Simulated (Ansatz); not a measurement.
Reaction (formal exchange of groups at the Se–Si bond): `O[SiH2][SeH]` + `[SeH][SiH]([SeH])[SeH]` → `[SeH][Si]([SeH])([SeH])[SeH]` + silanol

Computed with Ansatz on PBE0-D4/def2-TZVP structures; ΔE is electronic, products minus reactants. CBS: MP2 limit from def2 TZ/QZ plus the TZ coupled-cluster correction, frozen cores. For Se outer-core shells are correlated without core-valence functions, which leaves a few kJ/mol of doubt a bond. Scalar relativity is left out up to krypton. One conformer a species, not always the lowest.

```json
{"species": "`O[SiH2][SeH]`", "MP2/CBS(def2) energy (Eh)": "-2767.38405"}
{"species": "`[SeH][SiH]([SeH])[SeH]`", "MP2/CBS(def2) energy (Eh)": "-7493.61545"}
{"species": "`[SeH][Si]([SeH])([SeH])[SeH]`", "MP2/CBS(def2) energy (Eh)": "-9894.34680"}
{"species": "`O[SiH3]`", "MP2/CBS(def2) energy (Eh)": "-366.65375"}
```

Question: Work out ΔE.

Answer: ΔE = (-9894.34680) + (-366.65375) − (-2767.38405) − (-7493.61545) = -0.00105 Eh = -2.8 kJ/mol. CCSD(T)/CBS gives +4.4 kJ/mol.

Largest T1 diagnostic among the species: 0.011.

The D4 term adds −11.2 kJ/mol with B3LYP and −6.2 kJ/mol with PBE0; it sums over pairs of atoms, weighted by their polarisabilities, and B3LYP, whose exchange is more repulsive, gets the larger term. In def2-TZVPP, CCSD(T) changes the Hartree–Fock value by −12.9 kJ/mol (the triples alone add −2.7 kJ/mol) and MP2 by −20.1 kJ/mol.

B3LYP here is the variant with VWN-RPA as its local correlation; programs differ in this.
